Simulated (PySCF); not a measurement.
A structure optimised at ωB97X-D3(BJ)/def2-SVP, used in a PySCF frequency run:

```
C
H 1 1.1099
C 1 1.5411 2 107.40
H 3 1.1029 1 112.37 2 -59.21
H 3 1.1040 4 107.27 1 122.91
H 3 1.1052 4 107.27 5 114.48
C 1 1.5411 2 107.40 3 119.29
H 7 1.1029 1 112.37 2 59.21
H 7 1.1040 8 107.27 1 -122.91
H 7 1.1052 8 107.27 9 -114.48
Be 1 1.6871 2 105.89 3 -120.36
Br 11 1.9673 2 152.05 1 180.00
```
Charge 0, spin multiplicity 1.

Question: Write its SMILES, formula and point group.

Answer: C[CH](C)[Be][Br], C₃H₇BeBr, Cs

Question: What are its rotational constants (standard atomic weights)?

Answer: 7.8977, 1.0256, 0.93718 GHz
